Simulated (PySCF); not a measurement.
**[Pr(NH3)]3+ at several levels of theory**

Computed with PySCF 2.14.0 (density fitting, no spin-orbit coupling) at the geometry relaxed with PBE0:

```xyz
5
[Pr(NH3)]3+ (singlet in the valence; each metal's 4f electrons, 2 of them, lie in its core potential, out of spins and levels)
Pr    0.0000    0.0000   -0.1902
N     0.0000    0.0000    2.2391
H     0.9403    0.0000    2.6960
H    -0.4702    0.8143    2.6960
H    -0.4701   -0.8144    2.6960
```

| level | basis | state | HOMO (eV) | gap (eV) | charge on Pr1 (e) | population of f-type functions on Pr1 (polarisation alone where 4f lies in the core) | dipole about the centre of mass (D) | largest force component (eV/Å) |
| --- | --- | --- | --- | --- | --- | --- | --- | --- |
| PBE0 | Pr lcecp-1-SVP with ECP48, N def2-SVP, H def2-SVP | singlet | -27.05 | 7.20 | 2.51 | 0.02 | 3.24 | 0.00 |
| PBE | the same | singlet | -25.69 | 4.82 | 2.46 | 0.02 | 3.59 | 0.37 |
| TPSS | the same | singlet | -25.71 | 5.08 | 2.49 | 0.02 | 3.42 | 0.27 |

In the lcecp rows the 4f levels are missing from HOMO and gap, and the state counts the valence alone.

Charges are Mulliken's, which hang on the basis. The relaxation used the grid (50, 194), these runs (75, 302) or, all-electron (x2c bases, spin-free X2C Hamiltonian), (99, 590).

What does PBE0 with Pr lcecp-1-TZVP with ECP48, N def2-TZVP, H def2-TZVP give here?

state singlet, HOMO (eV) -26.97, gap (eV) 7.18, charge on Pr1 (e) 2.59, population of f-type functions on Pr1 (polarisation alone where 4f lies in the core) 0.02, dipole about the centre of mass (D) 3.33, largest force component (eV/Å) 0.31. Time: 4.8 s on 2 threads of Arm Neoverse V1 (shared host), from free ions and atoms.

In the first row's basis the gap widens with exact exchange: 4.8 to 5.1 eV for PBE, TPSS (none); 7.2 eV for PBE0 (a fixed share).

An lcecp potential fixes the number of 4f electrons, so in runs with it no electron can move into or out of that shell.
